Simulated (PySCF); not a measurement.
# Dipole response of In⁺ (indium, charge +1)

[Kr] 4d10 5s2, closed-shell 1S. Computed with PySCF 2.14 in aug-cc-pV5Z-PP with ECP28MDF (8s8p6d4f3g2h, 139 functions), with a scalar-relativistic core potential. Coupled (time-dependent) response in atomic units; α is the mean over directions.

```
method  mean α (bohr³)  C₆ (like pair)  S(−4)
  BP86           23.31           157.8  221.3
revPBE           23.85           162.5  232.6
```

S(−4) is the Cauchy moment in α(ω) = α(0) + S(−4) ω² + …

α(iu) at revPBE:

```tsv
u (hartree)	α(iu) (bohr³)
0	23.85
0.0500	23.28
0.100	21.77
0.200	17.49
0.300	13.56
0.500	8.625
0.750	5.690
1.00	4.181
1.50	2.655
2.00	1.875
3.00	1.085
5.00	0.4878
```

A single London oscillator, α(iu) = α/(1 + u²/ω²), gives C₆ = (3/4) ω α². Matching the computed C₆ needs ω = 4 × 162.5 / (3 × 23.85²) = 0.381 hartree.

For an ion, C₆ is the dispersion term alone; charge-induced terms of lower order in 1/R come first.

Energies and moments cover only the electrons outside the core potential.
